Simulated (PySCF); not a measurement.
Compound: C6H3N2O (doublet state).
Structure used (GFN2-xTB), in Å, numbered top down from 1:
```
atom  x, y, z in Å
N1     2.795   -1.932   -0.343
C2     2.140   -0.991   -0.461
C3     1.346    0.136   -0.596
C4     0.044    0.230   -0.112
C5    -0.670    1.515   -0.345
O6    -0.188    2.452   -0.917
C7    -0.596   -0.805    0.561
C8    -1.892   -0.718    1.047
N9    -2.968   -0.673    1.460
H10    1.766    0.992   -1.109
H11   -1.698    1.533    0.059
H12   -0.078   -1.741    0.731
```

The hyperfine couplings belong to this conformer and change with its torsions.

The species is `N#C[CH]/C(C=O)=C/C#N` [radical].

Method used: PySCF 2.14.0, UKS B3LYP, pcH-1 on C H N O, non-relativistic, mean-field spin-orbit, GIAO. The structure is a single GFN2-xTB conformer in the gas phase; no vibrational or solvent corrections. Couplings are sensitive to structure, and on GFN2-xTB geometries they can be far from those on DFT ones. The SCF solution wasn't tested for stability. ⟨S²⟩ is 0.794 where a pure state has 0.75.

(1) Predict the first-order ENDOR lines of N1/N9, H10/H12 and H11 under fast tumbling at B = 3361.0 mT (W band).

(2) Which pairs are centred on the nuclear Larmor frequency, and which on half the coupling?

(3) At what field would the lower line of N1/N9 fall to zero frequency?

## Answers

(1) ν± = |νn ± a/2|, one line for each electron-spin manifold; νn = |g_N| × 7.62259 MHz/T × B.

| nuclei | isotope | g_N | νn (MHz) | a_iso (MHz) | lower line (MHz) | upper line (MHz) |
| --- | --- | --- | --- | --- | --- | --- |
| N1/N9 | 14N | 0.4038 | 10.34 | 5.39 | 7.65 | 13.04 |
| H10/H12 | 1H | 5.5857 | 143.10 | -37.61 | 124.30 | 161.91 |
| H11 | 1H | 5.5857 | 143.10 | -0.81 | 142.70 | 143.51 |

(2) Centred on νn, since |a| < 2νn: N1/N9, H10/H12 and H11. No pair has |a| > 2νn.

(3) Where νn = |a|/2, that is B = 2.70 MHz/(0.4038 × 7.62259 MHz/T) = 876 mT, as far as first order holds there.

Means are taken over nuclei equivalent by connectivity, which assumes that they swap fast.
